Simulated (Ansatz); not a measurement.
Coupled-cluster diagnostics for the cluster Pb4S3, Ansatz.

Geometry of the singlet (r2SCAN-D4/def2-SVP):

Cartesian coordinates in Å:
```
Pb 1.8677 -0.3124 -0.8697
Pb -0.2047 0.9471 2.0711
Pb -1.4242 -1.7392 0.4180
Pb -1.5711 1.3275 -0.9987
S -0.5378 -0.9502 -2.0010
S 1.0187 -1.3840 1.4976
S 0.8514 2.1113 -0.1173
```

In the def2 sets Pb takes a core potential; there is no spin–orbit coupling. Correlated methods freeze 31 core orbitals; core or outer-core shells of Pb are correlated, in sets that lack core-valence functions. The structure comes from a short search, and lower isomers may exist.

Q: Estimate the CCSD(T) correlation energy, the shares of MP2 and (T), T1 and the reference's ⟨S²⟩ for: charge 0, singlet, own geometry in def2-SVP; and the rough time on 4 threads of Arm Neoverse V1 on a shared host.

A: 
```json
{"state": "charge 0, singlet, own geometry", "basis": "def2-SVP", "correlation (eV)": "-23.307", "MP2 share (%)": "90.4", "(T) share (%)": "5.3", "T1": "0.016", "⟨S²⟩ (pure)": "0.00 (0.00)", "wall time": "82 s"}
```
Customary marks for T1 are 0.02 (closed shells), 0.045 (open shells) and about 0.05 (3d metals). T1 stays under 0.02 throughout.
